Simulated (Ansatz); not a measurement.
Ansatz (a quantum-chemistry and plane-wave program) input (B3LYP-D3(BJ)/def2-TZVP):

Ansatz 0.2 input:
```yaml
crystal:
  periodic: [false, false, false]
  atoms:
    - {symbol: C, position_ang: [1.49283847, 0.11803120, 0.55134312]}
    - {symbol: C, position_ang: [1.16184014, 0.76198898, -0.60934125]}
    - {symbol: O, position_ang: [-0.14198325, 0.55123844, -0.92403923]}
    - {symbol: C, position_ang: [-0.68484165, -0.25804537, 0.06303390]}
    - {symbol: C, position_ang: [0.33068342, -0.53717572, 0.99505878]}
    - {symbol: C, position_ang: [-2.00189838, -0.62259058, -0.01985084]}
    - {symbol: H, position_ang: [2.46199795, 0.12242251, 1.02121487]}
    - {symbol: H, position_ang: [1.72123633, 1.37892661, -1.29021849]}
    - {symbol: H, position_ang: [0.21271719, -1.14361675, 1.87678564]}
    - {symbol: H, position_ang: [-2.61878457, -0.28921796, -0.83986148]}
    - {symbol: H, position_ang: [-2.43303289, -1.25167297, 0.74293099]}
basis:
  gaussian:
    orbitals: def2-TZVP
hamiltonian:
  xc: b3lyp
  dispersion: d3bj
magnetization: {spin_polarized: true, initial_magnetization: 1}
phonons: {temperatures: {t_min: 298.15, t_max: 298.15, t_step: 100}}
```

Output:

```
Functional definition: B3LYP
integrals: 0.13 GiB planned
1271 factors; their error is unknown
mean field: 1.67 GiB planned
mean field evaluation 1: about -7305.2657 eV, gradient 4.4e1 eV
mean field evaluation 2: about -7302.3269 eV, gradient 4.9e1 eV
mean field evaluation 4: about -7314.5024 eV, gradient 4.7e0 eV
mean field evaluation 8: about -7314.6086 eV, gradient 2.0e-1 eV
mean field evaluation 16: about -7314.5981 eV, gradient 6.8e-3 eV
mean field -7314.59809692 eV, -268.8065220492 hartree, gradient 4.6e-5 eV, S^2 0.777029; 0 other end points of the search recorded, 0 dependent functions left out
the calculation of the forces begins
reference -7314.59835040 eV, -268.8065313644 hartree; 22, 21 occupied and 194, 195 virtual orbitals, 1271 factors
these checks for a lower state are left out or cut short: stability, starts, cluster_reference, orbital_swaps, neighbouring_geometries, increment
integrals: 0.13 GiB planned
1271 factors; their error is unknown
mean field: 1.67 GiB planned
mean field -7314.59791413 eV, -268.8065153319 hartree, gradient 2.2e-6 eV, S^2 0.776900; 0 other end points of the search recorded, 0 dependent functions left out
the calculation of the forces begins
reference -7314.59816759 eV, -268.8065246462 hartree; 22, 21 occupied and 194, 195 virtual orbitals, 1271 factors
these checks for a lower state are left out or cut short: stability, starts, cluster_reference, orbital_swaps, neighbouring_geometries, increment
integrals: 0.13 GiB planned
1271 factors; their error is unknown
mean field: 1.67 GiB planned
mean field evaluation 32: about -7314.6058 eV, gradient 4.6e-1 eV
mean field -7314.59790590 eV, -268.8065150293 hartree, gradient 2.9e-6 eV, S^2 0.777160; 0 other end points of the search recorded, 0 dependent functions left out
the calculation of the forces begins
reference -7314.59815940 eV, -268.8065243452 hartree; 22, 21 occupied and 194, 195 virtual orbitals, 1271 factors
these checks for a lower state are left out or cut short: stability, starts, cluster_reference, orbital_swaps, neighbouring_geometries, increment
integrals: 0.13 GiB planned
1271 factors; their error is unknown
mean field: 1.67 GiB planned
mean field -7314.59794445 eV, -268.8065164460 hartree, gradient 2.4e-6 eV, S^2 0.777038; 0 other end points of the search recorded, 0 dependent functions left out
the calculation of the forces begins
reference -7314.59819789 eV, -268.8065257597 hartree; 22, 21 occupied and 194, 195 virtual orbitals, 1271 factors
these checks for a lower state are left out or cut short: stability, starts, cluster_reference, orbital_swaps, neighbouring_geometries, increment
integrals: 0.13 GiB planned
1271 factors; their error is unknown
mean field: 1.67 GiB planned
mean field -7314.59797813 eV, -268.8065176836 hartree, gradient 2.3e-6 eV, S^2 0.777021; 0 other end points of the search recorded, 0 dependent functions left out
the calculation of the forces begins
reference -7314.59823165 eV, -268.8065270003 hartree; 22, 21 occupied and 194, 195 virtual orbitals, 1271 factors
these checks for a lower state are left out or cut short: stability, starts, cluster_reference, orbital_swaps, neighbouring_geometries, increment
integrals: 0.13 GiB planned
1271 factors; their error is unknown
mean field: 1.67 GiB planned
mean field -7314.59774144 eV, -268.8065089855 hartree, gradient 3.1e-6 eV, S^2 0.777145; 0 other end points of the search recorded, 0 dependent functions left out
the calculation of the forces begins
reference -7314.59799494 eV, -268.8065183013 hartree; 22, 21 occupied and 194, 195 virtual orbitals, 1271 factors
these checks for a lower state are left out or cut short: stability, starts, cluster_reference, orbital_swaps, neighbouring_geometries, increment
integrals: 0.13 GiB planned
[...]
mean field: 1.67 GiB planned
mean field evaluation 256: about -7314.5981 eV, gradient 2.2e-6 eV
mean field -7314.59808311 eV, -268.8065215416 hartree, gradient 2.2e-6 eV, S^2 0.777031; 0 other end points of the search recorded, 0 dependent functions left out
the calculation of the forces begins
reference -7314.59833659 eV, -268.8065308570 hartree; 22, 21 occupied and 194, 195 virtual orbitals, 1271 factors
these checks for a lower state are left out or cut short: stability, starts, cluster_reference, orbital_swaps, neighbouring_geometries, increment
integrals: 0.13 GiB planned
1271 factors; their error is unknown
mean field: 1.67 GiB planned
mean field -7314.59806045 eV, -268.8065207090 hartree, gradient 2.3e-6 eV, S^2 0.777027; 0 other end points of the search recorded, 0 dependent functions left out
the calculation of the forces begins
reference -7314.59831392 eV, -268.8065300239 hartree; 22, 21 occupied and 194, 195 virtual orbitals, 1271 factors
these checks for a lower state are left out or cut short: stability, starts, cluster_reference, orbital_swaps, neighbouring_geometries, increment
integrals: 0.13 GiB planned
1271 factors; their error is unknown
mean field: 1.67 GiB planned
mean field -7314.59795125 eV, -268.8065166957 hartree, gradient 2.3e-6 eV, S^2 0.777025; 0 other end points of the search recorded, 0 dependent functions left out
the calculation of the forces begins
reference -7314.59820469 eV, -268.8065260095 hartree; 22, 21 occupied and 194, 195 virtual orbitals, 1271 factors
these checks for a lower state are left out or cut short: stability, starts, cluster_reference, orbital_swaps, neighbouring_geometries, increment
integrals: 0.13 GiB planned
1271 factors; their error is unknown
mean field: 1.67 GiB planned
mean field -7314.59801858 eV, -268.8065191703 hartree, gradient 2.3e-6 eV, S^2 0.777034; 0 other end points of the search recorded, 0 dependent functions left out
the calculation of the forces begins
reference -7314.59827210 eV, -268.8065284867 hartree; 22, 21 occupied and 194, 195 virtual orbitals, 1271 factors
these checks for a lower state are left out or cut short: stability, starts, cluster_reference, orbital_swaps, neighbouring_geometries, increment
integrals: 0.13 GiB planned
1271 factors; their error is unknown
mean field: 1.67 GiB planned
mean field -7314.59809208 eV, -268.8065218714 hartree, gradient 2.4e-6 eV, S^2 0.777031; 0 other end points of the search recorded, 0 dependent functions left out
the calculation of the forces begins
reference -7314.59834556 eV, -268.8065311866 hartree; 22, 21 occupied and 194, 195 virtual orbitals, 1271 factors
these checks for a lower state are left out or cut short: stability, starts, cluster_reference, orbital_swaps, neighbouring_geometries, increment
integrals: 0.13 GiB planned
1271 factors; their error is unknown
mean field: 1.67 GiB planned
mean field evaluation 288: about -7314.6065 eV, gradient 3.9e-4 eV
mean field -7314.59808040 eV, -268.8065214420 hartree, gradient 2.3e-6 eV, S^2 0.777028; 0 other end points of the search recorded, 0 dependent functions left out
the calculation of the forces begins
reference -7314.59833388 eV, -268.8065307572 hartree; 22, 21 occupied and 194, 195 virtual orbitals, 1271 factors
these checks for a lower state are left out or cut short: stability, starts, cluster_reference, orbital_swaps, neighbouring_geometries, increment
integrals: 0.13 GiB planned
1271 factors; their error is unknown
mean field: 1.67 GiB planned
mean field -7314.59802478 eV, -268.8065193981 hartree, gradient 2.3e-6 eV, S^2 0.777034; 0 other end points of the search recorded, 0 dependent functions left out
the calculation of the forces begins
reference -7314.59827829 eV, -268.8065287145 hartree; 22, 21 occupied and 194, 195 virtual orbitals, 1271 factors
these checks for a lower state are left out or cut short: stability, starts, cluster_reference, orbital_swaps, neighbouring_geometries, increment
integrals: 0.13 GiB planned
1271 factors; their error is unknown
mean field: 1.67 GiB planned
mean field -7314.59801423 eV, -268.8065190103 hartree, gradient 2.3e-6 eV, S^2 0.777025; 0 other end points of the search recorded, 0 dependent functions left out
the calculation of the forces begins
reference -7314.59826767 eV, -268.8065283242 hartree; 22, 21 occupied and 194, 195 virtual orbitals, 1271 factors
these checks for a lower state are left out or cut short: stability, starts, cluster_reference, orbital_swaps, neighbouring_geometries, increment
integrals: 0.13 GiB planned
1271 factors; their error is unknown
mean field: 1.67 GiB planned
mean field -7314.59805059 eV, -268.8065203464 hartree, gradient 2.4e-6 eV, S^2 0.777027; 0 other end points of the search recorded, 0 dependent functions left out
the calculation of the forces begins
reference -7314.59830407 eV, -268.8065296616 hartree; 22, 21 occupied and 194, 195 virtual orbitals, 1271 factors
these checks for a lower state are left out or cut short: stability, starts, cluster_reference, orbital_swaps, neighbouring_geometries, increment
integrals: 0.13 GiB planned
1271 factors; their error is unknown
mean field: 1.67 GiB planned
mean field evaluation 320: about -7314.5981 eV, gradient 4.0e-4 eV
mean field -7314.59809009 eV, -268.8065217980 hartree, gradient 2.2e-6 eV, S^2 0.777032; 0 other end points of the search recorded, 0 dependent functions left out
the calculation of the forces begins
reference -7314.59834356 eV, -268.8065311130 hartree; 22, 21 occupied and 194, 195 virtual orbitals, 1271 factors
these checks for a lower state are left out or cut short: stability, starts, cluster_reference, orbital_swaps, neighbouring_geometries, increment
integrals: 0.13 GiB planned
1271 factors; their error is unknown
mean field: 1.67 GiB planned
mean field -7314.59799408 eV, -268.8065182699 hartree, gradient 2.2e-6 eV, S^2 0.777024; 0 other end points of the search recorded, 0 dependent functions left out
the calculation of the forces begins
reference -7314.59824752 eV, -268.8065275837 hartree; 22, 21 occupied and 194, 195 virtual orbitals, 1271 factors
these checks for a lower state are left out or cut short: stability, starts, cluster_reference, orbital_swaps, neighbouring_geometries, increment
integrals: 0.13 GiB planned
1271 factors; their error is unknown
mean field: 1.67 GiB planned
mean field -7314.59800965 eV, -268.8065188419 hartree, gradient 2.3e-6 eV, S^2 0.777035; 0 other end points of the search recorded, 0 dependent functions left out
the calculation of the forces begins
reference -7314.59826316 eV, -268.8065281583 hartree; 22, 21 occupied and 194, 195 virtual orbitals, 1271 factors
these checks for a lower state are left out or cut short: stability, starts, cluster_reference, orbital_swaps, neighbouring_geometries, increment
integrals: 0.13 GiB planned
1271 factors; their error is unknown
mean field: 1.67 GiB planned
mean field -7314.59805798 eV, -268.8065206180 hartree, gradient 2.2e-6 eV, S^2 0.777026; 0 other end points of the search recorded, 0 dependent functions left out
the calculation of the forces begins
reference -7314.59831146 eV, -268.8065299333 hartree; 22, 21 occupied and 194, 195 virtual orbitals, 1271 factors
these checks for a lower state are left out or cut short: stability, starts, cluster_reference, orbital_swaps, neighbouring_geometries, increment
integrals: 0.13 GiB planned
1271 factors; their error is unknown
mean field: 1.67 GiB planned
mean field evaluation 352: about -7314.5981 eV, gradient 1.7e-6 eV
mean field -7314.59809979 eV, -268.8065221547 hartree, gradient 2.3e-6 eV, S^2 0.777033; 0 other end points of the search recorded, 0 dependent functions left out
the calculation of the forces begins
reference -7314.59835326 eV, -268.8065314696 hartree; 22, 21 occupied and 194, 195 virtual orbitals, 1271 factors
Total energy: -7315.00511138 eV, -268.8214795546 hartree
Atom 0 at     1.492838     0.118031     0.551343 Å, force     0.000713     0.000114     0.000174 eV/Å
Atom 1 at     1.161840     0.761989    -0.609341 Å, force    -0.000667    -0.000242     0.000046 eV/Å
Atom 2 at    -0.141983     0.551238    -0.924039 Å, force     0.000018     0.000060    -0.000085 eV/Å
Atom 3 at    -0.684842    -0.258045     0.063034 Å, force    -0.000037     0.000052    -0.000099 eV/Å
Atom 4 at     0.330683    -0.537176     0.995059 Å, force     0.000099     0.000102    -0.000109 eV/Å
Atom 5 at    -2.001898    -0.622591    -0.019851 Å, force    -0.000401     0.000024    -0.000234 eV/Å
Atom 6 at     2.461998     0.122423     1.021215 Å, force    -0.000026    -0.000085     0.000119 eV/Å
Atom 7 at     1.721236     1.378927    -1.290218 Å, force     0.000082    -0.000034     0.000093 eV/Å
Atom 8 at     0.212717    -1.143617     1.876786 Å, force     0.000173     0.000032     0.000035 eV/Å
Atom 9 at    -2.618785    -0.289218    -0.839861 Å, force    -0.000011    -0.000061     0.000089 eV/Å
Atom 10 at    -2.433033    -1.251673     0.742931 Å, force     0.000057     0.000039    -0.000032 eV/Å
Dipole moment:     0.182234    -0.023053     0.125355 e Å
Vibrations: 246.37 362.18 522.55 592.07 659.97 702.54 711.43 719.35 763.82 870.63 888.91 897.44 957.21 1035.30 1118.77 1174.39 1241.97 1310.77 1394.93 1427.92 1508.61 1542.39 3180.16 3247.08 3259.90 3278.50 3280.12 cm⁻¹, zero-point energy 2.287215 eV
```

It need not be the lowest isomer of its formula.
